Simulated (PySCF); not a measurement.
# Ionisation energy of Cr⁺ by level of theory

Cr⁺ [Ar] 3d5 (6S) → Cr²⁺ [Ar] 3d4 (5D), as a difference of total energies. Computed with PySCF 2.14 in aug-cc-pVTZ (8s7p5d3f2g, 93 functions), with the non-relativistic Hamiltonian (point nucleus). Correlated levels: valence: [Ar] frozen. The calculations carry no spin-orbit coupling.

| method | ionisation energy (eV) | difference from reference (eV) |
| --- | --- | --- |
| UHF | 15.134 | -1.352 |
| MP2 (valence) | 16.115 | -0.371 |
| SCS-MP2 (valence) | 15.461 | -1.025 |
| CCSD (valence) | 16.129 | -0.357 |
| CCSD(T) (valence) | 16.165 | -0.321 |

Reference: 16.486 eV (measured; NIST Atomic Spectra Database, ionization energies).

These non-relativistic numbers lack the scalar-relativistic shift.

The reference lies between the lowest fine-structure levels, while these numbers refer to the centres of the terms.

Errors of the correlated levels include the incompleteness of this basis and the frozen core.
